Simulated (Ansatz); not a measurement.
Geometry optimisation, RKS PBE-D4/def2-SVP (Ansatz 0.2.0).

Input file:

```yaml
crystal:
  periodic: [false, false, false]
  atoms:
    - { symbol: B, position_ang: [-0.68382, 1.78303, -1.43087] }
    - { symbol: C, position_ang: [-0.01116, 0.9156, -0.62911] }
    - { symbol: C, position_ang: [0.6268, 0.06462, 0.15414] }
    - { symbol: C, position_ang: [0.01389, -1.14459, 0.7788] }
    - { symbol: H, position_ang: [-1.23797, 2.52317, -2.10747] }
    - { symbol: H, position_ang: [1.67831, 0.2155, 0.39815] }
    - { symbol: H, position_ang: [0.57844, -2.03472, 0.49895] }
    - { symbol: H, position_ang: [-1.02254, -1.26373, 0.47183] }
    - { symbol: H, position_ang: [0.05806, -1.05888, 1.86558] }
basis:
  gaussian: { orbitals: def2-SVP }
hamiltonian:
  xc: pbe
  dispersion: d4
relax:
  f_tol: 0.015
  max_steps: 40
```

Launched with:

```bash
$ ansatz run input.yaml --threads 1 --pin off --max-ram 2048MiB --backend cpu --events-out ev --progress --plain --runs-dir out
```

**Question.** Where does it end, and by what steps?

**Answer.** The run converged. After 5 steps the energy has fallen by 0.081 eV; H5 moved furthest, 0.08 Å.

| step | energy less start (eV) | largest force component (eV/Å) | accepted |
| --- | --- | --- | --- |
| 0 | 0.0000 | 0.841 | yes |
| 1 | -0.0740 | 0.243 | yes |
| 2 | -0.0795 | 0.143 | yes |
| 3 | -0.0796 | 0.139 | yes |
| 4 | -0.0745 | 0.296 | no |
| 5 | -0.0806 | 0.003 | yes |

```xyz
9
Properties=species:S:1:pos:R:3
B -0.678 1.813 -1.456
C -0.024 0.928 -0.639
C 0.612 0.061 0.162
C 0.014 -1.160 0.789
H -1.247 2.584 -2.166
H 1.684 0.233 0.408
H 0.592 -2.065 0.499
H -1.047 -1.295 0.505
H 0.093 -1.099 1.897
```

Whether the end is a true minimum wasn't checked by a vibrational analysis.

The run took 13 s on 1 CPU thread of a shared host.
